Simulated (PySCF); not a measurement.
F2HOS, SMILES S(F)(=[OH+])F, charge +1.

The structure is a stationary point at B3LYP-D3(BJ)/def2-SVP. The isomer is the one that the SMILES or the coordinates give; other isomers of the formula were not compared.

Two levels are set side by side: TDA-PBE/def2-SVPD (PySCF) and TDA-M06-2X/def2-SVPD (PySCF). Vertical, same geometry. The lowest singlet is HOMO−1→LUMO+1 71 %, HOMO→LUMO 17 %, HOMO−2→LUMO 11 % with PBE and HOMO→LUMO 79 % with the other functional; states are paired by order. Differences are taken from unrounded values.

```csv
quantity,TDA-PBE
lowest singlet excitation (eV),7.80
lowest triplet excitation (TDA) (eV),6.39
first bright state (f over 0.05) (eV),9.75
its oscillator strength,0.07
```

### Question
These are the TDA-PBE values. What does TDA-M06-2X give? (Estimate from the structure and the level; the computed values follow.)

### Answer

```csv
quantity,TDA-M06-2X,TDA-PBE minus TDA-M06-2X
lowest singlet excitation (eV),8.66,-0.86
lowest triplet excitation (TDA) (eV),6.76,-0.37
first bright state (f over 0.05) (eV),8.66,1.10
its oscillator strength,0.06,0.00
```

A lower first singlet is the usual sign of a functional without exact exchange. Differences between two approximate levels are no errors against the true value.

Rough cost on one machine, each run with all the roots and properties that it gave: TDA-M06-2X against TDA-PBE about 6 times.
